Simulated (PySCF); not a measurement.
## Vanadium: highly charged ions in a basis for the neutral atom

V(18+) [He] 2s2 2p1, V(19+) [He] 2s2. Computed with PySCF 2.14 in aug-cc-pVDZ-DK (7s6p4d2f, 59 functions), with the spin-free X2C one-electron Hamiltonian (Gaussian nucleus). No spin-orbit coupling, so a gap to NIST mixes the basis error with missing relativistic terms.

Changed run: basis of the neutral atom used for a highly charged ion. This setting is unsound on purpose.

| species | method | sound run (hartree) | changed run (hartree) | converged |
| --- | --- | --- | --- | --- |
| V(18+) | UHF | not run | -679.14199 | yes |
| V(18+) | LDA | not run | -677.25443 | yes |
| V(18+) | MN15 | not run | -679.66068 | yes |
| V(19+) | UHF | not run | -629.72680 | yes |
| V(19+) | LDA | not run | -627.88416 | yes |
| V(19+) | MN15 | not run | -630.28087 | yes |

Ionisation energy of V(18+):

```
method  changed run (eV)     NIST (eV)
   UHF            1344.7  1354.2 ± 0.5
   LDA            1343.4  1354.2 ± 0.5
  MN15            1343.7  1354.2 ± 0.5
```

The contracted functions were made for the neutral atom and can be too rigid for a highly charged ion.
